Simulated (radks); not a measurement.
Task: All-electron atom: Zr I in [Kr] 4d2 5s2 (the NIST ground configuration). Calculated with a radial shooting solver on a logarithmic mesh with Libxc functionals: non-relativistic Kohn-Sham, LB94 model potential, spin-unpolarised, spherical densities, point nucleus; relativity is left out, which matters for an element this heavy. Some entries of the table are withheld. Estimate them.

| orbital | occ. | eigenvalue (eV) | <r> (bohr) |
|---|---|---|---|
| 1s | 2 | -17525.65 | 0.03809 |
| 2s | 2 | -2405.789 | 0.1669 |
| 2p | 6 | -2209.205 | 0.1432 |
| 3s | 2 | -399.8591 | (1) |
| 3p | 6 | (2) | 0.4671 |
| 3d | 10 | -189.4820 | (3) |
| 4s | 2 | -56.8192 | 1.234 |
| 4p | 6 | -36.7771 | 1.371 |
| 4d | 2 | -8.1259 | 2.080 |
| 5s | 2 | (4) | 3.626 |

Result: 
(1) 3s <r> (bohr): 0.4706
(2) 3p eigenvalue (eV): -325.4254
(3) 3d <r> (bohr): 0.4494
(4) 5s eigenvalue (eV): -7.3730
